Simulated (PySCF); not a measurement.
The vertical singlet excitations below were computed for one of the candidates. Theory: PySCF 2.14.0, density-fitted response routines, TDDFT CAM-B3LYP/def2-SVPD, vertical, gas phase, core orbitals frozen in the response. Geometries: PBE0-D3(BJ)/def2-SVP, one conformer each.

```csv
state,E (eV),λ (nm),f
S1,5.00,248.1,0.046
S2,5.39,230.0,0.088
S3,5.93,209.1,0.015
S4,6.28,197.3,0.114
S5,6.36,194.9,0.160
S6,6.51,190.3,0.125
```

Orbital energies (eV): HOMO-3 -11.23, HOMO-2 -9.89, HOMO-1 -9.11, HOMO -8.15, LUMO -0.07, LUMO+1 0.27, LUMO+2 1.14.

Question: Which structure fits?
A. `F[C@@]12CCC[C@@H](CC1)C2`
B. `FC(F)c1ccccc1S`
C. `FC12CCC(CC1)CC2`

Answer: B. Its S1, at 5.00 eV, is the lowest among the candidates; the nearest of the others has S1 at 7.91 eV. S1 is HOMO→LUMO (71%), HOMO-1→LUMO+1 (11%). Löwdin shares by element: HOMO sulfur 42%, carbon 35% or more (atoms not listed hold the other 23%); LUMO carbon 60% or more (atoms not listed hold the other 40%). At the same level the other candidates give, for their lowest levels:
- `F[C@@]12CCC[C@@H](CC1)C2`: 8.25 eV (f 0.001); 8.50 eV (f 0.005); 8.59 eV (f 0.007); 8.74 eV (f 0.011); 8.88 eV (f 0.034); T1 8.05 eV; HOMO -9.78, LUMO 1.20 eV
- `FC12CCC(CC1)CC2`: 7.91 eV (f 0.002 summed over 2 states); 8.60 eV (f 0.000); 8.70 eV (f 0.006); 8.83 eV (f 0.109 summed over 2 states); 8.86 eV (f 0.016 summed over 2 states); T1 7.72 eV; HOMO -9.57, LUMO 1.13 eV

Conformer computed: `[F:1][CH:2]([F:3])[c:4]1[cH:5][cH:6][cH:7][cH:8][c:9]1[SH:10]`: F1–C2–C4–C5 7°, H–S10–C9–C8 141°.
Triplets come from the Tamm–Dancoff approximation.
